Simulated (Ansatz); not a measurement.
```yaml
crystal:
  periodic: [false, false, false]
  atoms:
    - {symbol: N, position_ang: [-1.749844, 0.695212, 0.040609]}
    - {symbol: Si, position_ang: [-0.425691, -0.293936, 0.169660]}
    - {symbol: N, position_ang: [0.131298, -0.377274, 1.692201]}
    - {symbol: F, position_ang: [-1.211309, -1.836968, -0.503849]}
    - {symbol: Si, position_ang: [1.482667, 0.178356, -1.138969]}
    - {symbol: H, position_ang: [-1.577299, 1.627038, 0.522168]}
    - {symbol: H, position_ang: [-2.427677, 0.768521, -0.512025]}
    - {symbol: H, position_ang: [-0.604783, -0.524661, 2.596160]}
    - {symbol: H, position_ang: [0.870883, -0.908295, 1.918604]}
    - {symbol: H, position_ang: [1.726079, 1.522922, -0.990219]}
    - {symbol: H, position_ang: [1.013638, 0.047596, -2.687773]}
    - {symbol: H, position_ang: [2.630018, -0.824327, -0.919399]}
basis:
  gaussian: {orbitals: def2-TZVPP}
total_charge: 3
magnetization: {spin_polarized: true, initial_magnetization: 1}
hamiltonian: {xc: {name: B2GP-PLYP}}
```

```sh
$ ansatz run in.yaml --threads 4 --pin off --events-out ev --progress --plain --max-ram 10444MiB
```

It prints (some lines left out):

```
Functional definition: B2GP-PLYP
1605 factors; integrals over basis functions are off by at most 1.5e-3 eV
mean field evaluation 1: about -21443.7221 eV, gradient 1.0e2 eV
mean field evaluation 2: about -21443.7252 eV, gradient 1.0e2 eV
mean field evaluation 4: about -21480.8531 eV, gradient 5.7e1 eV
mean field evaluation 8: about -21499.2247 eV, gradient 8.2e0 eV
mean field evaluation 16: about -21500.8512 eV, gradient 6.7e-1 eV
mean field evaluation 32: about -21499.9403 eV, gradient 9.6e0 eV
mean field evaluation 64: about -21500.9256 eV, gradient 2.2e-1 eV
mean field evaluation 160: about -21500.4236 eV, gradient 2.1e0 eV
mean field -21501.89419833 eV, -790.1800372812 hartree, gradient 2.4e-6 eV, S^2 1.779413; 12 other end points of the search recorded, 0 dependent functions left out
13 core orbitals not correlated: weight in the atoms' cores, before any rotation towards them, 1.000 or more for the frozen orbitals, at most 0.000 for the correlated occupied ones
reference -21501.89432443 eV, -790.1800419155 hartree; 15, 14 occupied and 247, 248 virtual orbitals, 1605 factors
second order -24.93350494 eV of doubles, -0.00000000 eV of singles
Total energy: -21510.87038621 eV, -790.5099061017 hartree
```

In this input the charge is far from anything that the molecule holds. Self-consistency was reached. The result belongs to that input, not to the molecule as meant.
